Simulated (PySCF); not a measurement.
Molecule: C6H11, net charge 0, doublet state. It need not be the lowest isomer of its formula. SMILES: CC1[CH]CCC1
Structure (B3LYP-D3(BJ)/def2-TZVP (Ansatz) minimum search):
```xyz
17

C      2.0273    -0.8431     0.0736
C      0.6175    -0.4103     0.4763
C     -0.4844    -1.0465    -0.3099
C     -1.5493    -0.0679    -0.6766
C     -1.1863     1.1870     0.1446
C      0.3371     1.0969     0.2982
H      2.2153    -0.6095    -0.9768
H      2.7812    -0.3315     0.6766
H      2.1640    -1.9179     0.2087
H      0.4910    -0.6570     1.5447
H     -0.5066    -2.0966    -0.5682
H     -1.5261     0.1601    -1.7534
H     -2.5622    -0.4310    -0.4738
H     -1.5154     2.1147    -0.3247
H     -1.6604     1.1305     1.1280
H      0.8239     1.4421    -0.6196
H      0.7237     1.6992     1.1215
```
Charge 0, spin multiplicity 2.

Dispersion corrections to the total energy (kcal/mol) from the dftd3 and dftd4 libraries through PySCF: D3(BJ) without and D4 with the three-body term, each with the damping fitted for the functional named.

```tsv
functional	D3(BJ)	D4
BP86	-13.36	-10.99
PBE0	-7.61	-7.09
HF	(withheld)	-31.70
revPBE	-22.98	(withheld)
CAM-B3LYP	-6.60	-7.06
B3LYP	-14.94	(withheld)
TPSSh	-10.14	-10.42
```

Question: Complete the blanks.

Answer: 
- HF, D3(BJ): -65.92
- revPBE, D4: -29.04
- B3LYP, D4: -13.41
